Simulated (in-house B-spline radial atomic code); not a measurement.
Values are calculated unless marked as measured or tabulated.
## Stopping and range of 200 keV Ti in InAs

The pair potential comes from two frozen, spherical free-atom densities (PBE, B-spline radial code, scalar-relativistic past argon): electrostatics plus the change in Thomas-Fermi kinetic and Dirac exchange energy where they overlap, the recipe behind the universal ZBL potential, which averages such potentials (from solid-state densities) over many pairs. It is written V = (Z1 Z2 e²/r) φ(r/a), with e² = 14.3996 eV·Å and a = 0.46850 Å/(Z1^0.23 + Z2^0.23); ZBL's fit is φ = 0.18175 e^(−3.1998x) + 0.50986 e^(−0.94229x) + 0.28022 e^(−0.4029x) + 0.02817 e^(−0.20162x). Where φ falls below 4e-4 it is continued as an exponential.

The target is taken as amorphous, with density 5.68 g/cm³ (NSM archive of the Ioffe Institute); channelling is ignored. Masses: Ti 47.87, In 114.82, As 74.92 u. Nuclear stopping is S_n = 4π a Z1 Z2 e² M1/(M1 + M2) × s_n(ε), with s_n integrated over impact parameters for each pair. Electronic stopping is Lindhard and Scharff's S_e = Z1^(1/6) 8π e² a0 Z1 Z2/(Z1^(2/3) + Z2^(2/3))^(3/2) × v/v0, with a0 = 0.529177 Å and v = v0 at 24.801 keV/u; it misses the oscillations with Z1 seen in experiment, which reach tens of per cent. Compounds add by atom fraction.

| target atom | a (Å) | ε at this energy | s_n, this pair | s_n, ZBL potential |
| --- | --- | --- | --- | --- |
| In | 0.10449 | 0.9502 | 0.3217 | 0.315 |
| As | 0.10970 | 1.28 | 0.3065 | 0.2948 |

Question: What are the atom density and the stopping powers at entry?

Answer: N = 5.68 × 0.602214/94.87 = 0.03606 atoms/Å³. For In: S_n = 5998 × 0.3217 = 1930 eV·Å², S_e = 3.2396 × √200000 = 1449 eV·Å². For As: S_n = 5618 × 0.3065 = 1722 eV·Å², S_e = 2.7647 × √200000 = 1236 eV·Å². Averaged over the target's atoms (half each) and times N × 10 Å/nm, the ion loses N S_n = 658 eV/nm to recoils and N S_e = 484 eV/nm to electrons; the nuclear share is 58 %.

Along the track:

```
E (keV)  N S_n (eV/nm)  N S_e (eV/nm)
     10            617            108
     30            738            187
     60            758            265
    100            737            342
    150            697            419
    200            658            484
```

Question: Estimate the path length and the projected range.

Answer: With continuous slowing down the path is the integral of dE/(N (S_n + S_e)). Trapezoids over the table give 183 nm, and the stretch below the first row, with stopping taken as √E, adds 2E/(N S) = 28 nm: 211 nm in all, against 204 nm on a fine grid from 5 eV. Deflections shorten the depth: to first order in the energy passed on, N (S_n + S_e) dR_p/dE = 1 − N S_n (M2/M1) R_p/(2E), summed over the target's atoms, and integrating this on the fine grid gives R_p = 112 nm, 0.55 of the path. Lindhard's rule of thumb R/(1 + M2/3M1), with mean M2/M1 = 1.98, gives 123 nm. On the ZBL potential the same equation gives 115 nm, and the full integral equation, which keeps hard collisions, 123 nm.
